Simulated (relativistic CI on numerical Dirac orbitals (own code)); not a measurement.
# Electric-dipole lines of W LXIV

Calculated at this level of theory: Dirac-Coulomb-Breit CI, separate exchange-only KLI orbitals for each configuration, model QED, unscaled Slater integrals (own radial code, finite nucleus).

CI space (outside the closed core [Ne]): 3s, 3p, 3d, 4s, 4p, 4d, 4f, 5s, 5p, 5d, 5f, 5g, 6s, 6p, 6d. Levels of other configurations are missing.

```csv
λ vac (Å),Lower,Upper,A (s⁻¹),E lower (10³ cm⁻¹),E upper (10³ cm⁻¹)
2.8643,3p 2P°_3/2 [3],5d 2D_5/2 [17],6.14e+13,4303.8,39216.0
2.9803,3d 2D_3/2 [4],5f 2F°_5/2 [18],8.17e+13,5810.9,39364.4
3.0363,3d 2D_5/2 [5],5f 2F°_7/2 [19],8.35e+13,6495.9,39431.2
3.5722,3s 2S_1/2 [1],4p 2P°_3/2 [8],3.77e+13,0.0,27994.3
3.6661,3p 2P°_1/2 [2],4d 2D_3/2 [9],9.16e+13,1288.9,28566.1
3.7369,3s 2S_1/2 [1],4p 2P°_1/2 [7],6.19e+13,0.0,26759.9
4.0719,3p 2P°_3/2 [3],4d 2D_5/2 [10],1.17e+14,4303.8,28862.2
4.2825,3d 2D_3/2 [4],4f 2F°_5/2 [11],2.30e+14,5810.9,29161.6
4.3868,3d 2D_5/2 [5],4f 2F°_7/2 [12],2.40e+14,6495.9,29291.7
5.9395,4p 2P°_3/2 [8],6d 2D_5/2 [26],1.45e+13,27994.3,44830.9
8.1278,4p 2P°_1/2 [7],5d 2D_3/2 [16],1.62e+13,26759.9,39063.4
8.9113,4p 2P°_3/2 [8],5d 2D_5/2 [17],2.30e+13,27994.3,39216.0
9.2607,4d 2D_3/2 [9],5f 2F°_5/2 [18],4.06e+13,28566.1,39364.4
9.4616,4d 2D_5/2 [10],5f 2F°_7/2 [19],4.32e+13,28862.2,39431.2
9.7181,4f 2F°_5/2 [11],5g 2G_7/2 [20],6.99e+13,29161.6,39451.7
9.8042,4f 2F°_7/2 [12],5g 2G_9/2 [21],7.16e+13,29291.7,39491.4
10.099,4p 2P°_3/2 [8],5s 2S_1/2 [13],1.58e+13,27994.3,37895.8
16.536,5p 2P°_3/2 [15],6d 2D_5/2 [26],6.63e+12,38783.6,44830.9
22.114,3p 2P°_1/2 [2],3d 2D_3/2 [4],1.44e+12,1288.9,5810.9
23.235,3s 2S_1/2 [1],3p 2P°_3/2 [3],1.77e+12,0.0,4303.8
45.618,3p 2P°_3/2 [3],3d 2D_5/2 [5],2.02e+11,4303.8,6495.9
55.366,4p 2P°_1/2 [7],4d 2D_3/2 [9],3.94e+11,26759.9,28566.1
56.603,4s 2S_1/2 [6],4p 2P°_3/2 [8],4.23e+11,26227.7,27994.3
111.05,5p 2P°_1/2 [14],5d 2D_3/2 [16],1.34e+11,38162.9,39063.4
112.64,5s 2S_1/2 [13],5p 2P°_3/2 [15],1.37e+11,37895.8,38783.6
115.23,4p 2P°_3/2 [8],4d 2D_5/2 [10],5.37e+10,27994.3,28862.2
195.07,6p 2P°_1/2 [23],6d 2D_3/2 [25],5.44e+10,44229.8,44742.4
197.26,6s 2S_1/2 [22],6p 2P°_3/2 [24],5.45e+10,44077.6,44584.5
231.29,5p 2P°_3/2 [15],5d 2D_5/2 [17],1.83e+10,38783.6,39216.0
405.90,6p 2P°_3/2 [24],6d 2D_5/2 [26],7.44e+09,44584.5,44830.9
```

Terms are leading LS components. Brackets give the number of a level in order of energy, since labels repeat. The list gives strong lines, with weight on those to low levels, without lines whose two gauges differ by over a factor of 2.5. Levels whose partners in the same complex of configurations lie outside the list can be far off, and so can their lines. Rates are taken at the computed energies, electric ones in the length gauge.

At this charge energies of transitions that change n are usually good to better than 1 %, and those within a shell (Δn = 0) to a few per cent.

Q: From the table, what is the radiative lifetime of 5d 2D_5/2?

A: The listed rates from this level add up to about 8.44e+13 s⁻¹, 98 % of its decay; with all channels τ = 1.16e-14 s.
